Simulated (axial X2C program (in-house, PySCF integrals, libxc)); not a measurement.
# What spin–orbit coupling does to CrCl⁺

Computed with an axial X2C code built on PySCF integrals. Spin-free means the one-electron spin-free X2C Hamiltonian; two-component (2c) means X2C with spin–orbit coupling and atomic mean-field two-electron Coulomb and Gaunt terms, so the difference of the two also holds small scalar two-electron terms. Basis: Cr dyall-cv3z [9s10p6d3f2g], Cl dyall-av3z [9s8p3d2f] (cores contracted in-house); Gaussian nuclei, density fitting, unrestricted open shells. Masses: Cr 51.941 u, Cl 34.969 u.

Spin-free state: M_S = 2, Λ = 0 (beyond evenly filled blocks: π+α, π-α, δ+α, δ-α); fragments Cr+ + Cl.

| level | Re (Å) | ωe (cm⁻¹) | De (eV) | μ (D) |
| --- | --- | --- | --- | --- |
| PBE0 | 2.110 | 495.3 | 2.488 | -6.71 |
| HF | 2.181 | 483.5 | 1.436 | -8.96 |
| MP2 | 2.137 | 492.4 | 2.332 | n/a |
| CCSD | 2.138 | 494.2 | 2.207 | n/a |
| CCSD(T) | 2.135 | 493.3 | 2.319 | n/a |

Correlated methods: 12 electrons correlated (number of frozen shells: Cr 3 s, 2 p; Cl 2 s, 1 p), 262 virtual spin orbitals or spinors in MP2, 90 natural virtuals in coupled cluster.

Dipoles are positive if Cl is the positive end and refer to the centre of mass.

Two-component determinant lowest at the distance of the search:

Ω = 2 (⟨Sz⟩ = 2.00, ⟨Lz⟩ = 0.00 at HF); fragments Cr+ + Cl.

```json
{"level": "PBE0", "Re (Å)": "2.111", "ωe (cm⁻¹)": "494.9", "De (eV)": "2.477", "μ (D)": "-6.71"}
{"level": "HF", "Re (Å)": "2.182", "ωe (cm⁻¹)": "483.4", "De (eV)": "1.368", "μ (D)": "-8.96"}
{"level": "MP2", "Re (Å)": "2.138", "ωe (cm⁻¹)": "492.3", "De (eV)": "2.288", "μ (D)": "n/a"}
{"level": "CCSD", "Re (Å)": "2.138", "ωe (cm⁻¹)": "494.0", "De (eV)": "2.163", "μ (D)": "n/a"}
{"level": "CCSD(T)", "Re (Å)": "2.135", "ωe (cm⁻¹)": "493.1", "De (eV)": "2.277", "μ (D)": "n/a"}
```

Problem. From the two tables, how do the constants change at the CCSD(T) level (2c against spin-free)?

Solution. At the CCSD(T) level Re is unchanged within 0.001 Å and ωe doesn't move by more than 0.2 cm⁻¹; De changes by -0.042 eV.

The state is a single determinant with fixed occupations, the lowest that a limited PBE0 search found. Dissociation energies refer to the lowest single-determinant-based atoms at the same level and basis. Density functionals use the spin component along the axis (collinear). Coupled cluster ran in a truncated set of natural virtual spinors; the MP2 energy of the rest was added. (T) has no such correction and the atoms are truncated less, which lowers De at CCSD(T) by a hundredth of an eV or more. In 2c an atomic determinant is not the ground J level, so De misses part of the atomic spin–orbit lowering. This holds for PBE0. PBE0 can misorder states that lie within some tenths of an eV, so this need not be the ground state of the molecule. The nearest other spin-free determinant of the search, M_S = 2, Λ = 1, lies 0.14 eV up at the distance of the search. The functionals have no current-density term, which raises determinants with orbital currents, atoms included. With several unpaired electrons one determinant need not be a pure state. A state of lower Ω lies just above, and one determinant can place such states too high, so the state shown need not be the lowest. The search has Ω = 1 only 0.12 eV up. Open-shell Ω = 0 determinants with evenly filled partner blocks cannot be reached by this program, so the Ω shown need not be the lowest component. The determinant is spin-polarised beyond a pure state at some levels (its spin-free form has ⟨S²⟩ too high), which makes Re and μ there less reliable.
